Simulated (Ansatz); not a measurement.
Consider the ligand exchange at a Ge–N bond: `SC[NH][GeH3]` + `CCN[SiH2]Cl` → `CC[N]([GeH3])[SiH2]Cl` + `NCS`.

Computed with Ansatz on PBE0-D4/def2-TZVP structures; ΔE is electronic, products minus reactants. CCSD(T)/CBS adds triple-zeta CCSD(T) − MP2 to the extrapolated MP2 energy (def2 sets, frozen cores). DFT in def2-TZVPP. For Ge outer-core shells are correlated without core-valence functions, which leaves a few kJ/mol of doubt a bond. Scalar relativity is left out up to krypton. Each species was taken in one conformer, which may not be the lowest.

Is it downhill or uphill in electronic energy at CCSD(T)/CBS, and by how much? (Best estimate.)

Ansatz gave: Nearly level: ΔE = +1.0 kJ/mol.

What do these levels give: r2SCAN-D4, HF/def2-TZVPP, CCSD(T)/def2-TZVPP, HF/def2-QZVPP, MP2/CBS(def2), CCSD/CBS(def2)? (Estimate.)

Computed: r2SCAN-D4 8.4, HF/def2-TZVPP 9.4, CCSD(T)/def2-TZVPP 0.5, HF/def2-QZVPP 9.2, MP2/CBS(def2) -0.1, CCSD/CBS(def2) 1.9 kJ/mol.

Largest T1 diagnostic among the species: 0.011.

The D4 term adds −6.8 kJ/mol with B3LYP and −3.9 kJ/mol with PBE0; it sums over pairs of atoms, weighted by their polarisabilities, and B3LYP, whose exchange is more repulsive, gets the larger term. In def2-TZVPP, CCSD(T) changes the Hartree–Fock value by −8.9 kJ/mol (the triples alone add −0.9 kJ/mol) and MP2 by −10.0 kJ/mol.

B3LYP here is the variant with VWN-RPA as its local correlation; programs differ in this.
